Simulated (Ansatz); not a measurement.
Two structures of AlSiH4ClF2, singlet, reached by relaxing down either side of one saddle point (PBE0-D4/def2-TZVP). Energies are electronic, without zero-point energy. Program: Ansatz 0.2.0. Basis: def2-TZVPP and def2-QZVPP. Cores are frozen in the correlated methods. Extrapolation: Hartree–Fock as exp(−7.88 √X), correlation as X^−2.97. First:

```csv
atom,x (Å),y (Å),z (Å)
Al1,-1.1738,-0.4240,-0.3493
Si2,1.1738,0.1130,-0.7322
F3,-1.6297,-1.9847,-0.0673
F4,-2.3567,0.6194,-0.8337
H5,0.0566,0.6154,2.1206
Cl6,-1.1941,0.3104,2.1536
H7,1.3820,1.1964,-1.7300
H8,1.9977,-1.0618,-1.1242
H9,1.7442,0.6160,0.5625
```

Second:

Al1  (-1.543, -0.407, 0.025)
Si2  (0.863, 0.043, -0.711)
F3  (-1.714, -2.042, -0.141)
F4  (-2.451, 0.566, -0.953)
H5  (0.992, 0.528, 1.028)
Cl6  (-1.307, 0.281, 2.035)
H7  (1.410, 1.296, -1.306)
H8  (2.008, -0.912, -0.747)
H9  (1.743, 0.648, 0.770)
(Å)

(1) Which bonds change from the first to the second?

(2) Give the saddle point's structure and its height above each. (To be estimated.)

No T1 diagnostic of these runs exceeds 0.013. The start structure is not quite a true minimum (one mode of 42i cm⁻¹).

Answers

(1) AlSiH₄ClF₂ ([F][Al]([F])([SiH3])[ClH]) → AlSiH₂ClF₂ ([F][Al]([F])([SiH2])[Cl]) + H₂; bonds formed: Si2–H5, H5–H9; dative contacts that become bonds: Al1–Cl6; bonds broken: Si2–H9, H5–Cl6.

(2) By the calculation: 0.425 eV above the first and 0.318 eV above the second (CCSD(T) at an estimated basis limit (MP2 extrapolated from triple and quadruple zeta, plus CCSD(T) − MP2 in triple zeta)).
```xyz
9
angstrom
Al -1.3792 -0.4176 -0.1413
Si 0.9878 0.0713 -0.7076
F -1.7266 -2.0274 -0.0674
F -2.4665 0.5990 -0.8496
H 0.5502 0.4894 1.2138
Cl -0.9144 0.3348 1.9568
H 1.4548 1.3061 -1.3937
H 2.0735 -0.9418 -0.8009
H 1.4203 0.5864 0.7900
```

Labels in which every atom is bracketed show which atoms are joined, not bond orders.

For scale, one of the runs: CCSD(T)/def2-TZVPP, 244 basis functions, launched by `ansatz run in.yaml --threads 4 --pin off --events-out ev --progress --plain --max-ram 9574MiB`. Time: 2.5 min of wall clock on 4 CPU threads of an AMD EPYC 7R43; the host was shared. Peak host memory: 4.6 GiB.
